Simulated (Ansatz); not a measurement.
Start from `C[SiH2]BO[SiH3]` and change one atom or group to get `[SiH3]BO[SiH3]`.

Ansatz, PBE0-D4/def2-TZVP geometries, multiplicity 1. Each molecule was computed in one conformer, which needn't be the lowest.

```
                                          property  `C[SiH2]BO[SiH3]`
             HOMO–LUMO gap (B3LYP/def2-TZVPP) / eV               5.83
  size of the dipole moment (B3LYP/def2-TZVPP) / D               1.25
    size of the dipole moment (PBE/def2-TZVPP) / D               1.22
                 HOMO energy (PBE/def2-TZVPP) / eV              -6.13
size of the dipole moment (ωB97M-V/def2-TZVPP) / D               1.24
              HOMO–LUMO gap (PBE0/def2-TZVPP) / eV               6.21
```

Q: What does the change do to each property? (An estimate is asked.)

A: The calculation gave: 
```json
{"property": "HOMO–LUMO gap (B3LYP/def2-TZVPP) / eV", "`[SiH3]BO[SiH3]`": "6.00", "shift": "0.17"}
{"property": "size of the dipole moment (B3LYP/def2-TZVPP) / D", "`[SiH3]BO[SiH3]`": "1.67", "shift": "0.42"}
{"property": "size of the dipole moment (PBE/def2-TZVPP) / D", "`[SiH3]BO[SiH3]`": "1.69", "shift": "0.47"}
{"property": "HOMO energy (PBE/def2-TZVPP) / eV", "`[SiH3]BO[SiH3]`": "-6.40", "shift": "-0.27"}
{"property": "size of the dipole moment (ωB97M-V/def2-TZVPP) / D", "`[SiH3]BO[SiH3]`": "1.66", "shift": "0.42"}
{"property": "HOMO–LUMO gap (PBE0/def2-TZVPP) / eV", "`[SiH3]BO[SiH3]`": "6.39", "shift": "0.18"}
```

With PBE0 the HOMO falls by 0.27 eV and the LUMO falls by 0.10 eV, so the gap widens by about 0.17 eV. PBE moves the HOMO by -0.27 eV and ωB97M-V by -0.28 eV. Dipoles are sizes alone; their direction can turn.

B3LYP here is the variant with VWN-RPA as its local correlation; programs differ in this.
